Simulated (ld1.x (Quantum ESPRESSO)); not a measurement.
P (Z = 15): excitation energies, all-electron against TM

| Quantity | Value |
| --- | --- |
| Element | phosphorus |
| Generator | ld1.x (Quantum ESPRESSO) 7.5 |
| Type | norm-conserving Troullier–Martins (Kleinman–Bylander form) |
| Functional | PBE |
| Relativity | scalar-relativistic |
| Frozen core | [Ne] |
| Valence charge | 5 |
| Reference configuration | 3s2 3p3 |
| Partial waves | 3p (bound): rc 1.35 bohr; 3d channel at 0.1 Ry: rc 1.70 bohr; 3s (bound): rc 1.65 bohr |
| Local potential | the s channel |
| Core correction | a·sin(br)/r model core, default radius (core density twice the valence density) |

Energies are relative to the spin-unpolarised reference configuration 3s2 3p3; without spin polarisation the order of configurations can differ from experiment.

(1) Give the all-electron excitation energy and the error of the potential for: 3s2 3p2; 3s2 3p1; 3s2 3p0; 3s2 3p2.5; 3s1 3p0; 3s2 3p3.3; 3s1 3p3.

Levels in the configuration 3s2 3p3.3:

| level | all-electron (eV) | pseudo (eV) |
| --- | --- | --- |
| 3s | -11.527 | -11.528 |
| 3p | -3.237 | -3.238 |

Results:

(1)

```csv
valence configuration,charge,ΔE all-electron (eV),error AE − PS (meV)
3s2 3p2,+1,9.730,+3.3
3s2 3p1,+2,28.877,+21
3s2 3p0,+3,58.616,+59
3s2 3p2.5,+0.5,3.775,+0.5
3s1 3p0,+4,110.621,+147
3s2 3p3.3,-0.3,-1.307,+0.2
3s1 3p3,+1,18.850,+8.7
```
